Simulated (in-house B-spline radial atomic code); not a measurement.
Bi. Computed with a B-spline radial atomic code. Model: non-relativistic spherical atom: semilocal Troullier-Martins pseudo-atom, one channel per l, against all electrons, high spin, G0W0 and RPA with empty states to l = 8, local potential for every l without a channel, a model core (radius 0 = none) keeps its share of the functional.

The core holds an angular momentum without a channel of its own, so the local potential lets valence electrons into it.

Without relativity these are model numbers for so heavy an element.

What the tables leave out is listed at the end.

The pseudopotential gives back the lowest level of each angular momentum of its own functional in the configuration it was made in; a second state of the same l is only approximately right. Exact exchange, RPA and GW see the smooth pseudo-orbitals and miss the exchange with the core, for which the functional's share stands in. The column with an uncorrelated core keeps all orbitals and exact exchange, and so separates missing core correlation from pseudisation. Only the three outermost levels and the lowest empty one were computed. RPA here is direct RPA, with no exchange kernel, and its energies carry an (l + 1/2)⁻⁴ tail. A hybrid on a potential with a model core restores only its own semilocal share of the core's exchange.

Command:
```bash
python run_psgw.py task.json out
```
Settings (lengths in bohr, energies in hartree):
```
Z                      83
electrons              83
configuration          [Xe] 4f14 5d10 6s2 6p3
generated_in           [Xe] 4f14 5d10 6s2 6p3
functional             pbe,pbe
core_shells            12
radius_factor          0.9
core_correction        False
```

Cost of the run: 69 s on 1 thread of Arm Neoverse N1 (shared host).

Given: made with PBE; model core radius 0 bohr; local radius 1.124 bohr; mean-field start PBE.

Valence shells of the generating configuration: 5d, 6s, 6p.

Channel: s 1.912, p 2.272, d 0.922 (radii in bohr).

Computed: largest level miss in the spin-unpolarised generating configuration 0.001 eV; valence RPA correlation energy all-electron orbitals -0.77615 hartree; all-electron RPA polarisability, core included 46.293 bohr³; pseudo-atom RPA polarisability 46.194 bohr³.

```tsv
level	occupied	mean-field all-electron (eV)	mean-field pseudo minus all (eV)	G0W0 all-electron (eV)	G0W0 uncorrelated core minus all (eV)	G0W0 pseudo minus all (eV)	exchange self-energy all-electron (eV)	exchange self-energy pseudo (eV)
6p up	1	-5.3391	-0.009	-8.5982	0.033	-0.26	-14.166	-13.489
6p down (empty)	0	-3.5686	0.043	-1.4204	0.045	-0.255	-4.3024	-3.5801
```

Q: What is the valence RPA correlation energy pseudo?

A: -1.2263 hartree.

Given: mean-field start PBE0.

Computed: valence RPA correlation energy all-electron orbitals -0.73211 hartree; valence RPA correlation energy pseudo -1.1704 hartree; pseudo-atom RPA polarisability 37.6 bohr³.

```csv
level,occupied,mean-field all-electron (eV),mean-field pseudo minus all (eV),G0W0 all-electron (eV),G0W0 uncorrelated core minus all (eV),G0W0 pseudo minus all (eV),exchange self-energy all-electron (eV),exchange self-energy pseudo (eV)
6p up,1,-6.3458,-0.105,-8.8507,0.037,-0.274,-14.214,-13.844
6s down,1,-11.005,0.036,-13.66,0.097,-0.369,-14.381,-12.76
6p down (empty),0,-2.7085,-0.022,-1.1708,0.044,-0.13,-3.9672,-3.4661
```

Q: What is the all-electron RPA polarisability, core included?

A: 39.225 bohr³.

Given: mean-field start Hartree-Fock.

Computed: valence RPA correlation energy all-electron orbitals -0.62799 hartree; valence RPA correlation energy pseudo -1.0325 hartree; pseudo-atom RPA polarisability 25.297 bohr³.

```csv
level,occupied,mean-field all-electron (eV),mean-field pseudo minus all (eV),G0W0 all-electron (eV),G0W0 uncorrelated core minus all (eV),G0W0 pseudo minus all (eV),exchange self-energy all-electron (eV),exchange self-energy pseudo (eV)
6p up,1,-8.7455,-0.663,-9.2223,0.039,-0.156,-13.997,-14.653
6s down,1,-12.125,0.012,-13.804,0.103,-0.064,-13.774,-12.654
6s up,1,-17.897,-0.69,-16.581,0.073,-0.442,-19.251,-19.104
```

Q: What is the all-electron RPA polarisability, core included?

A: 29.844 bohr³.

Among the listed levels the largest G0W0 shift of the pseudo-atom is -0.44 eV, for 6s up on the Hartree-Fock start, while leaving the core uncorrelated moves that level by +0.07 eV. So pseudisation and the lost core exchange, not the missing core correlation, make the error. Not in the tables (levels of low weight, unsolved or above zero; the highest and the empty levels are kept at any weight): on PBE the G0W0 levels 6s down (pseudo minus all -0.37 eV, weights 0.72 and 0.76), 6s up (pseudo minus all -0.05 eV, weights 0.06 and 0.07); on PBE0 the G0W0 levels 6s up (pseudo minus all -0.85 eV, weights 0.03 and 0.12).
